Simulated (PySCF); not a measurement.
Fluorine: a sound run and one with changed settings

Sound run: F⁺ [He] 2s2 2p4, F²⁺ [He] 2s2 2p3. Computed with PySCF 2.14 in cc-pVDZ-DK, with scalar relativity by spin-free X2C-1e. The sound run starts from symmetry-adapted Hartree-Fock orbitals and uses a fine grid where one is needed.

Changed run: radial step 0.8 in ln r (0.13 in the sound run). This setting is unsound on purpose.

```tsv
species	method	sound run (hartree)	changed run (hartree)	converged
F⁺	UHF	-98.88758	-98.88758	yes
F⁺	BP86	-99.16437	-99.22450	yes
F⁺	TPSS	-99.18949	-99.23280	yes
F²⁺	UHF	-97.66035	-97.66035	yes
F²⁺	BP86	-97.85495	-97.89393	yes
F²⁺	TPSS	-97.88535	-97.89738	yes
```

Ionisation energy of F⁺:

```csv
method,sound run (eV),changed run (eV)
UHF,33.395,33.395
BP86,35.631,36.207
TPSS,35.487,36.339
```

A coarse radial grid mis-integrates the density and the exchange-correlation energy, with errors of either sign; Hartree-Fock needs no grid.

For comparison, NIST gives 34.971 eV between the lowest levels.
